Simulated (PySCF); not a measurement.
Spinor energies of Os(72+) (osmium, charge +72)

Start: [He] 2s2. Calculated with PySCF 2.14 in an even-tempered Gaussian basis (16 s from 60 bohr⁻², ratio 2.4; 13 p from 79 bohr⁻², ratio 2.4; 5 d from 250 bohr⁻², ratio 2.6; 4 f from 370 bohr⁻², ratio 2.6): generalised Hartree-Fock with the X2C-1e Hamiltonian and a Gaussian nucleus; one run each with spin-orbit coupling (SO) switched off, then screened by Boettger's factors.

| spinor shell | electrons | ε, spin-free (eV) | ε, screened SO (eV) | weight of nominal j (screened SO) | rms radius, screened SO (bohr) |
| --- | --- | --- | --- | --- | --- |
| 1s1/2 | 2 | -83246.2 | -83246.2 | 1.000 | 0.0199 |
| 2s1/2 | 2 | -20600.7 | -20600.7 | 1.000 | 0.0774 |

```csv
quantity,spin-free,screened SO
E (hartree),-7772.20933,-7772.20933
M_J,0,0
⟨J²⟩,0.000,0.000
⟨L²⟩,0.000,0.000
⟨S²⟩,0.000,0.000
```

Breit and QED terms are absent; they matter most for the inner s and p1/2 levels.

Densities and radii are taken from the X2C orbitals without a picture-change correction, which distorts them close to the nucleus.

Without spin-orbit coupling the j labels of p, d and f shells carry no meaning; the spin-free column gives the mean over the occupied spinors of each nl shell.
